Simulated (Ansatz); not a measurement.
Ansatz (a first-principles code) input:
A basis named .json is the Basis Set Exchange file of that set.

Ansatz 0.2 input:
```yaml
crystal:
  periodic: [false, false, false]
  atoms:
    - {symbol: Si, position_ang: [-0.00574484, -0.01559598, -0.00312249]}
    - {symbol: O, position_ang: [-0.61353321, -1.31537049, -0.80850340]}
    - {symbol: O, position_ang: [1.61554427, -0.11041337, -0.32504356]}
    - {symbol: N, position_ang: [-0.48683578, 1.56009452, -0.46530744]}
    - {symbol: N, position_ang: [-0.55840905, -0.20668458, 1.59188191]}
    - {symbol: H, position_ang: [-0.03933416, -1.69289812, -1.47928320]}
    - {symbol: H, position_ang: [2.17121536, 0.58611770, 0.03179791]}
    - {symbol: H, position_ang: [-0.10665864, 1.98334110, -1.29698885]}
    - {symbol: H, position_ang: [-1.43479285, 1.86168836, -0.30339751]}
    - {symbol: H, position_ang: [-0.51161920, 0.52842512, 2.27562634]}
    - {symbol: H, position_ang: [-0.69775732, -1.11592896, 1.99831452]}
basis:
  gaussian:
    orbitals: aug-cc-pV_D+d_Z.json
magnetization: {spin_polarized: false}
correlation: {method: ccsd_t, electrons: outside_noble_gas}
output: {forces: true}
```

### Question
Predict the final energy.

### Answer
-552.21310 Eh (CCSD(T)/aug-cc-pV(D+d)Z). The basis has 178 functions. The run takes about 13 core-minutes (a rough figure).
